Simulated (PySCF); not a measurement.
C₃H₅F₃, SMILES CCC(F)(F)F.

Geometry: TPSSh-D3(BJ)/def2-SVP.

Calculation: SMD-M06-2X/6-31G* (PySCF).

Solvation free energies are E(SMD) − E(gas) at the gas-phase geometry, for 1 M in both phases. In vacuum the dipole moment is 2.22 D.

Problem. Rank water, benzene, 2-propanol by solvation free energy, most negative first.

Solution. 2-propanol (-2.9 kcal/mol), benzene (-2.0 kcal/mol), water (0.9 kcal/mol)
